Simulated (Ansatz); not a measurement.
System: sum formula SiHS₂Cl₂, net charge 0, doublet state. It need not be the lowest isomer of its formula. 
Geometry from a B3LYP-D3(BJ)/def2-TZVP (Ansatz, a program for electronic structure) optimisation:
SMILES: Cl[Si]([S])(S)Cl
```xyz
6

S     -0.1389     0.4533     2.0498
Si    -0.0741     0.0533     0.0137
S      1.6688    -1.1897    -0.0781
Cl     0.0886     1.7309    -1.1506
Cl    -1.6151    -1.0719    -0.7259
H      2.5097    -0.1666     0.1602
```
Charge 0, spin multiplicity 2.

Quantity: atomisation energy (electronic, to ground-state atoms), in kJ/mol. Cores are frozen in the correlated levels unless marked. UHF or UKS for open shells. Spin-orbit coupling is left out. Non-relativistic unless marked X2C. The coupled-cluster limit lacks core correlation, which all-electron functionals hold. Basis-set limits of correlation are two-point, X^-3; Hartree-Fock from the larger set.

```
level                                 program  atomisation energy (kJ/mol)
------------------------------------  -------  ---------------------------
HF/cc-pV(D+d)Z                         Ansatz                       1206.1
PBE/def2-TZVPD                         Ansatz                       1827.3
PBE0/STO-3G                            Ansatz                       2055.1
PBE0/def2-TZVP                         Ansatz                       1791.8
CCSD/STO-3G                            Ansatz                       1668.5
CCSD/cc-pV(T+d)Z                       Ansatz                       1658.7
CCSD/cc-pV(Q+d)Z                       Ansatz                       1714.3
CCSD(T)/cc-pV(D+d)Z                    Ansatz                       1567.3
X2C-CCSD(T)/cc-pVTZ-DK                 Ansatz                       1679.7
CCSD(T)/CBS(cc-pV(T+d)Z,cc-pV(Q+d)Z)   Ansatz                       1809.3
```
